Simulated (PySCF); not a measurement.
Species: `C#C[C@H](C)C[SiH2]C`. The columns A, B, C and D hold Mulliken, IAO, Hirshfeld and ESP-fitted charges (e) of one PBE0/pcSseg-1 density (PySCF), in a shuffled order. Coordinates in Å (GFN2-xTB); the density's dipole moment is (0.17, -0.91, -0.31) D.

```tsv
atom	x	y	z	A	B	C	D
C1	-1.927	1.640	1.778	-0.260	-0.123	-0.392	-0.346
C2	-1.608	0.989	0.826	-0.029	-0.031	+0.287	-0.247
C3	-1.252	0.156	-0.308	-0.105	-0.006	-0.336	+0.572
C4	-2.377	-0.851	-0.572	-0.406	-0.112	-0.191	-0.567
C5	0.080	-0.558	-0.047	-0.529	-0.154	-0.468	-0.536
Si6	1.564	0.627	0.098	+0.767	+0.343	+0.663	+0.678
C7	3.134	-0.404	0.376	-0.715	-0.214	-0.629	-0.629
H8	-2.196	2.227	2.605	+0.199	+0.089	+0.038	+0.282
H9	-1.143	0.804	-1.186	+0.153	+0.049	+0.151	-0.018
H10	-2.497	-1.515	0.282	+0.144	+0.042	+0.114	+0.155
H11	-2.148	-1.451	-1.450	+0.139	+0.043	+0.112	+0.123
H12	-3.321	-0.336	-0.739	+0.148	+0.042	+0.125	+0.151
H13	-0.019	-1.154	0.864	+0.146	+0.039	+0.140	+0.148
H14	0.252	-1.263	-0.863	+0.141	+0.040	+0.136	+0.118
H15	1.370	1.560	1.211	-0.121	-0.084	-0.068	-0.151
H16	1.691	1.384	-1.158	-0.135	-0.086	-0.090	-0.177
H17	3.312	-1.096	-0.442	+0.153	+0.041	+0.135	+0.149
H18	4.006	0.236	0.458	+0.157	+0.042	+0.139	+0.147
H19	3.069	-0.987	1.291	+0.154	+0.042	+0.136	+0.147
```

Question: Which column most likely holds the ESP-fitted charges?

Answer: D. Σ q r misses the density's dipole by 0.02 D (D), 0.56 D (B), 1.08 D (A), 2.29 D (C). Charges fitted to the outside potential are the only set here that is tied to the molecule's multipoles.

Question: And the Hirshfeld charges?

Answer: B. The mean sizes are 0.085 e (B), 0.229 e (C), 0.242 e (A), 0.281 e (D), and Hirshfeld charges are commonly the smallest of these schemes.

As computed, A = IAO, B = Hirshfeld, C = Mulliken, D = ESP-fitted. Hydrogens on carbon: IAO +0.14 to +0.20, Hirshfeld +0.04 to +0.09, Mulliken +0.04 to +0.15, ESP-fitted -0.02 to +0.28 e.

The IAO scheme projects the occupied orbitals on a minimal set of polarised atomic orbitals and counts the electrons in each atom's part of it. The ESP scheme fits charges at the nuclei, held to the total charge, to the electrostatic potential on points at 1.4 to 2.0 times the van der Waals radii.

Isolated species at its GFN2-xTB geometry (one conformer only).

Shape of the structure used: `[CH:1]#[C:2][C@H:3]([CH3:4])[CH2:5][SiH2:6][CH3:7]`: C2–C3–C5–Si6 -65°, C3–C5–Si6–C7 -179°.
